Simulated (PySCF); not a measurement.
Working out the ionisation energy of Rh⁺

Rh⁺ [Kr] 4d8 (3F) → Rh²⁺ [Kr] 4d7 (4F). Calculation: PySCF 2.14, in def2-QZVPPD with the def2 core potential (28 electrons); scalar relativity through the core potential. Frozen: nothing. Energies in hartree (1 hartree = 27.21139 eV):

```tsv
part	Rh⁺ (lower)	Rh²⁺ (upper)
UHF	-109.514678	-108.920915
MP2 opposite-spin	-0.383753	-0.337079
MP2 same-spin	-0.168323	-0.147265
```

Task: What does Hartree-Fock give?

Result: (-108.920915) − (-109.514678) = 0.593763 hartree = 16.157 eV.

Task: What do MP2 and SCS-MP2 (6/5 opposite-spin, 1/3 same-spin) give?

Result: The opposite-spin parts differ by 1.270 eV and the same-spin parts by 0.573 eV. MP2: 16.157 + (1.270) + (0.573) = 18.000 eV. SCS-MP2: 16.157 + 1.2 × (1.270) + (0.573)/3 = 17.872 eV.

Reference: 18.08 eV (semi-empirical (NIST evaluation); NIST Atomic Spectra Database, ionization energies), between the lowest levels; spin-orbit coupling is absent from the calculation.

What remains against the reference includes basis incompleteness and correlation beyond second order.
